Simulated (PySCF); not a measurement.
# Mayer bond orders and bond lengths

Compound: C5H13NSSi2.
Numbering: `[CH3:1][C:2]#[C:3][Si@@H:4]([CH2:5][CH3:6])[S:7][SiH2:8][NH2:9]` (hydrogens: H10, H11, H12 on C1; H13 on Si4; H14, H15 on C5; H16, H17, H18 on C6; H19, H20 on Si8; H21, H22 on N9)

Structure used (GFN2-xTB), in Å, numbered top down from 1:
```
atom  x, y, z in Å
C1    -3.2454    1.4661    0.5367
C2    -2.0250    0.7076    0.3887
C3    -1.0099    0.0658    0.2776
Si4    0.5565   -0.8777    0.0329
C5     0.2222   -2.4805   -0.9218
C6    -0.7661   -3.3781   -0.1908
S7     1.9154    0.2901   -1.1739
Si8    2.1421    2.0948   -0.0189
N9     3.1619    3.2340   -0.8010
H10   -3.7444    1.1910    1.4659
H11   -3.0206    2.5325    0.5560
H12   -3.9142    1.2603   -0.2990
H13    1.1879   -1.1040    1.3367
H14    1.1568   -3.0209   -1.0805
H15   -0.1691   -2.2443   -1.9129
H16   -0.3826   -3.6552    0.7889
H17   -0.9537   -4.2911   -0.7536
H18   -1.7133   -2.8628   -0.0472
H19    0.8296    2.7058    0.1143
H20    2.7846    1.7395    1.2376
H21    2.8373    3.6399   -1.6648
H22    4.1398    3.0067   -0.8922
```

Bond orders from the PBE0/pcSseg-1 density (PySCF). Isolated species at its GFN2-xTB geometry (one conformer only).

(1) How far do the computed orders between heavy atoms stray from the drawn ones?

(2) Give the Mayer order of every bond, beside its length.

Answers

(1) The largest departure is 0.443, at C2–C3 (drawn triple, 2.557). Drawn single, order above 1.12: C1–C2 (1.183). Drawn double or triple, more than 0.30 short of the drawn order: C2–C3 (2.557).

(2) 
```
   bond  drawn as  length (Å)  Mayer order
  C1–C2    single       1.444        1.183
  C2–C3    triple       1.206        2.557
 C3–Si4    single       1.845        0.945
 Si4–C5    single       1.895        0.936
  C5–C6    single       1.522        1.051
 Si4–S7    single       2.160        0.955
 S7–Si8    single       2.155        0.896
 Si8–N9    single       1.717        1.080
 C1–H10    single       1.090        0.923
 C1–H11    single       1.090        0.920
 C1–H12    single       1.090        0.922
Si4–H13    single       1.466        0.924
 C5–H14    single       1.091        0.943
 C5–H15    single       1.091        0.939
 C6–H16    single       1.088        0.964
 C6–H17    single       1.089        0.967
 C6–H18    single       1.088        0.963
Si8–H19    single       1.454        0.927
Si8–H20    single       1.455        0.924
 N9–H21    single       1.008        0.946
 N9–H22    single       1.008        0.946
```

By pair of heavy elements: C–C: lowest C5–C6 (1.051, 1.522 Å), highest C2–C3 (2.557, 1.206 Å). C–Si: all 2 within 0.02 of one another (0.936 to 0.945). S–Si: lowest S7–Si8 (0.896, 2.155 Å), highest Si4–S7 (0.955, 2.160 Å); in 1 of the 1 pairs the longer bond (by over 0.003 Å) has the higher order (by 0.02 or more).

Question: Sum the orders of all bonds at each heavy atom with more than one neighbour and set the sums beside the valence in the SMILES.

Answer: C1 3.948 (drawn 4), C2 3.740 (drawn 4), C3 3.502 (drawn 4), Si4 3.760 (drawn 4), C5 3.869 (drawn 4), C6 3.945 (drawn 4), S7 1.851 (drawn 2), Si8 3.827 (drawn 4), N9 2.972 (drawn 3). Orders between atoms that aren't bonded are not in these sums.

For a closed shell the Mayer order of atoms A and B is Σ (PS)μν (PS)νμ over the basis functions μ on A and ν on B, with P the density and S the overlap matrix.

These values come from a run that also computed NMR shieldings. The run took 83 s wall on Arm Neoverse N1, one thread, shared host, and the process peaked at 1.1 GiB of memory.
